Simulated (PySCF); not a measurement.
A series of related molecules.

All values: PBE0/pcSseg-1 (PySCF) at GFN2-xTB geometries, gas phase, one conformer each.

Question: Rank by HOMO energy, lowest first.
A. `n1nc(cn1CC#C)C`
B. `Cc1cn(-c2ccccc2)nn1`
C. `CC[C@H](C)n1cc(C)nn1`
D. `Cc1cn(CC(F)(F)F)nn1`

Answer: D (-7.50 eV), A (-7.25 eV), C (-7.09 eV), B (-6.94 eV).

Question: Rank by HOMO–LUMO gap, lowest first.
A. `Cc1cn(CC(F)(F)F)nn1`
B. `CC[C@H](C)n1cc(C)nn1`
C. `Cc1cn(-c2ccccc2)nn1`
D. `C=CCN1C=C(C)N=N1`

Answer: C (5.72 eV), D (6.86 eV), A (7.08 eV), B (7.35 eV).

All values together:

| SMILES | formula | μ (D) | HOMO (eV) | LUMO (eV) | lowest IAO charge (e) | highest IAO charge (e) | lowest Hirshfeld charge (e) | highest Hirshfeld charge (e) |
| --- | --- | --- | --- | --- | --- | --- | --- | --- |
| C=CCn1cc(C)nn1 | C6H9N3 | 4.49 | -7.16 | -0.29 | -0.436 (C) | +0.183 (H) | -0.149 (N) | +0.062 (H) |
| Cc1cn(CC(F)(F)F)nn1 | C5H6F3N3 | 3.52 | -7.50 | -0.41 | -0.437 (C) | +0.808 (C) | -0.137 (N) | +0.261 (C) |
| CC[C@H](C)n1cc(C)nn1 | C7H13N3 | 4.48 | -7.09 | 0.26 | -0.433 (C) | +0.166 (H) | -0.153 (N) | +0.062 (H) |
| Cc1cn(-c2ccccc2)nn1 | C9H9N3 | 3.97 | -6.94 | -1.22 | -0.437 (C) | +0.184 (H) | -0.137 (N) | +0.066 (H) |
| C#CCn1cc(C)nn1 | C6H7N3 | 4.27 | -7.25 | -0.16 | -0.436 (C) | +0.208 (H) | -0.145 (N) | +0.099 (H) |

Conformers: `[CH2:1]=[CH:2][CH2:3][n:4]1[cH:5][c:6]([CH3:7])[n:8][n:9]1` with C1–C2–C3–N4 -128°, C2–C3–N4–C5 63°; `[CH3:1][c:2]1[cH:3][n:4]([CH2:5][C:6]([F:7])([F:8])[F:9])[n:10][n:11]1` with C3–N4–C5–C6 -66°; `[CH3:1][CH2:2][C@H:3]([CH3:4])[n:5]1[cH:6][c:7]([CH3:8])[n:9][n:10]1` with C1–C2–C3–C4 -178°, C2–C3–N5–C6 61°; `[CH3:1][c:2]1[cH:3][n:4](-[c:5]2[cH:6][cH:7][cH:8][cH:9][cH:10]2)[n:11][n:12]1` with C3–N4–C5–C6 7°; `[CH:1]#[C:2][CH2:3][n:4]1[cH:5][c:6]([CH3:7])[n:8][n:9]1` with C2–C3–N4–C5 -53°.
